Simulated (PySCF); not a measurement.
## `C#C/C=C/C=C/C(C)=O`, C$_{8}$H$_{8}$O

Geometry:
| atom | x (Å) | y (Å) | z (Å) |
| --- | --- | --- | --- |
| C1 | 4.800 | 0.193 | 0.771 |
| C2 | 3.696 | -0.139 | 0.387 |
| C3 | 2.422 | -0.548 | -0.075 |
| C4 | 1.258 | 0.061 | 0.257 |
| C5 | -0.020 | -0.384 | -0.231 |
| C6 | -1.201 | 0.192 | 0.075 |
| C7 | -2.470 | -0.343 | -0.479 |
| C8 | -3.731 | 0.375 | -0.073 |
| O9 | -2.487 | -1.304 | -1.219 |
| H10 | 5.774 | 0.490 | 1.113 |
| H11 | 2.395 | -1.416 | -0.745 |
| H12 | 1.281 | 0.928 | 0.926 |
| H13 | -0.050 | -1.252 | -0.902 |
| H14 | -1.243 | 1.062 | 0.739 |
| H15 | -3.679 | 1.435 | -0.371 |
| H16 | -3.842 | 0.358 | 1.024 |
| H17 | -4.600 | -0.101 | -0.542 |

Method used: PySCF 2.14.0, quadratic response CAM-B3LYP/aug-cc-pVDZ first hyperpolarisability, Taylor convention, gas phase. Geometry: PBE0-D3(BJ)/def2-SVP.

Problem. Give β for the processes computed.

Solution. In 10⁻³⁰ esu, Taylor convention; the vector part is βᵢ = ⅓ Σⱼ (βᵢⱼⱼ + βⱼᵢⱼ + βⱼⱼᵢ); β∥ is 3/5 of the vector part along the dipole, the dipole points from − to +:
```tsv
process	λ (nm)	β vector norm	β∥	β HRS	depolarisation ratio
static β(0;0,0)	∞	9.92	2.12	4.25	4.51
second harmonic β(−2ω;ω,ω)	1907	11.70	2.53	4.99	4.56
Pockels β(−ω;ω,0)	1907	10.47	2.25	–	–
second harmonic β(−2ω;ω,ω)	1064	17.61	3.89	7.46	4.67
Pockels β(−ω;ω,0)	1064	11.84	2.57	–	–
```

Problem. Which lowest excitations, dipole and polarisabilities go with it?

Solution. S1 3.65 eV (f = 0.000); S2 4.29 eV (f = 0.989); S3 4.86 eV (f = 0.000); dipole 2.91 D; isotropic α 125.2 au static, 126.3 au at 1907 nm, 129.1 au at 1064 nm, 130.1 au at 953.5 nm, 144.8 au at 532 nm.
